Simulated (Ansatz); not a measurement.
Cost and result up the ladder for the cluster Li4O2 (the lowest singlet isomer of a short search) (6 atoms). Charge 0, multiplicity 1. Geometry: r2SCAN-D4/def2-TZVP.

Cartesian coordinates in Å:
```
Li -2.7316 -0.2774 1.3962
Li 0.4613 -0.3876 0.8291
Li -0.4642 0.3839 -0.8355
Li 2.7367 0.2832 -1.3849
O -1.2947 -0.1329 0.6556
O 1.2924 0.1309 -0.6605
```

Ansatz on 4 threads of Arm Neoverse V1 on a shared host. Times are rough, and most runs start from the orbitals of an earlier one. ωB97M-V/def2-TZVP serves as the yardstick here, not as an exact answer. Differences are given only for rows in sets of like size (and for xTB, whose basis is part of the method), since another set adds its own error. Binding counts from free atoms at the same level (Li doublet, O triplet; other spins of the atoms weren't run), without zero-point energy or a counterpoise term.

B3LYP takes the VWN-RPA correlation. Correlated methods freeze 2 core orbitals; core or outer-core shells of Li are correlated, in sets that lack core-valence functions. The structure comes from a short search, and lower isomers may exist.

Correlated methods converge slowly with the basis.

```tsv
level	functions	wall time	binding energy per atom (eV)	difference from ωB97M-V/def2-TZVP (eV)
HF/STO-3G	30	0.15 s	1.90	–
HF/def2-TZVP	118	0.3 s	1.64	-1.34
PBE-D4/def2-SVP	64	0.65 s	3.07	–
B3LYP-D4/def2-TZVP	118	0.81 s	2.92	-0.05
PBE-D4/def2-TZVP (with forces)	118	0.85 s	2.97	0.00
BLYP-D4/def2-TZVP	118	0.85 s	3.01	0.03
PBE-D4/def2-TZVPD	148	1 s	2.97	0.00
r2SCAN-D4/def2-TZVP	118	1.4 s	2.88	-0.09
r2SCANh-D4/def2-TZVP	118	1.5 s	2.83	-0.15
r2SCAN-D4/def2-TZVPD	148	1.8 s	2.88	-0.09
B97M-V/def2-TZVP	118	2.6 s	2.89	-0.08
ωB97M-V/def2-TZVP	118	2.8 s	2.97	0.00
CCSD(T)/def2-TZVPP	138	15 s	2.80	-0.17
CCSD(T)/def2-TZVPD	148	19 s	2.81	-0.16
```
